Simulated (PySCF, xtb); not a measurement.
4H-1,3,5-oxadiazine (C3H4N2O), SMILES N1=COC=NC1.

xtb 6.7.1 with GFN2-xTB at its own geometry gives an orbital gap of 3.28 eV and a dipole moment of 1.11 D.

Geometry: PBE0-D3(BJ)/def2-SVP. Other conformers were not sampled.

### Question
What does PBE/def2-TZVP run with PySCF give? (Estimate from the structure and the level; the computed values follow.)

### Answer
gap 4.10 eV (levels -6.01 and -1.91 eV), dipole 1.13 D.
